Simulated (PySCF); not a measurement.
**Static response to an electric field**

Species: Ge(SH)Me3, C3H10GeS.
Structure used (PBE0-D3(BJ)/def2-SVP), in Å, numbered top down from 1:
```xyz
15
C3H10GeS angstrom
Ge    -0.035    0.053    0.240
S     -0.093    0.117    2.486
H      0.564   -1.052    2.650
C      1.819    0.043   -0.368
H      1.856    0.095   -1.468
H      2.333   -0.875   -0.049
H      2.360    0.907    0.044
C     -0.950    1.684   -0.309
H     -0.997    1.740   -1.407
H     -0.415    2.571    0.062
H     -1.976    1.702    0.087
C     -0.984   -1.533   -0.388
H     -2.016   -1.527   -0.009
H     -0.489   -2.450   -0.036
H     -1.009   -1.552   -1.489
```

Level: PBE0/def2-SVPD (PySCF), static field, nuclei fixed, core orbitals frozen in the response. The polarisability tensor in these axes (au):

```
x   87.71  0.29 -0.06
y    0.29 87.36 -0.10
z   -0.06 -0.10 96.85
```

Problem. What are the eigenvalues, a third of the trace, and Δα (Δα² = ½Σ(αi − αj)² over the three pairs)?

Solution. Principal values 87.20, 87.88 and 96.85 au; mean 90.64 au = 13.43 Å³ = 14.94 × 10⁻⁴⁰ C²·m²/J; Δα = 9.33 au (10 % of the mean).

Problem. What is the dipole moment, and where does it point?

Solution. (0.37, -0.61, -2.10) D, 2.21 D in size, pointing from the negative to the positive side. Measured along this direction, the outermost atoms are S2 at the negative end and H5 and H15 at the positive end.

Problem. In a dilute gas of rigid molecules at 273 K, how does the orientational term μ²/3kT compare with the electronic polarisability?

Solution. In Gaussian units μ²/3kT = 43.33 Å³ against 13.43 Å³, a ratio of 3.23; the Debye molar polarisation (4π/3)N_A(α + μ²/3kT) is 143.2 cm³/mol, leaving out the vibrational part.

Problem. Refractivity n − 1 of an ideal gas of it at 400 K and 1 atm, from the electronic α?

Solution. N = p/kT = 1.8347 × 10¹⁹ cm⁻³, so n − 1 = 2π × N × 13.43 × 10⁻²⁴ cm³ = 1548 × 10⁻⁶ at long wavelengths.

Problem. Find the Langevin capture rate constant for H3O+ (19.018 u) meeting this molecule (151.971 u), k = 2.342 × 10⁻⁹ cm³/s × √(α in Å³ / reduced mass in u).

Solution. The reduced mass is 16.90 u, so k = 2.09 × 10⁻⁹ cm³/s. The formula leaves out the permanent dipole, which adds to the capture rate.

Problem. What molar refraction does this α imply?

Solution. Lorentz–Lorenz: R = (4π/3)N_A α = 2.5225 cm³/(mol·Å³) × 13.43 Å³ = 33.9 cm³/mol, in the limit of long wavelengths.

Problem. Rayleigh depolarisation ratio (linearly polarised light, static tensor)?

Solution. ρ = 3Δα²/(45ᾱ² + 4Δα²) = 261.2/(369710 + 348.2) = 0.000706.

Geometry: PBE0-D3(BJ)/def2-SVP; no solvent, vibrations or thermal averaging. The calculation is non-relativistic, for germanium too.
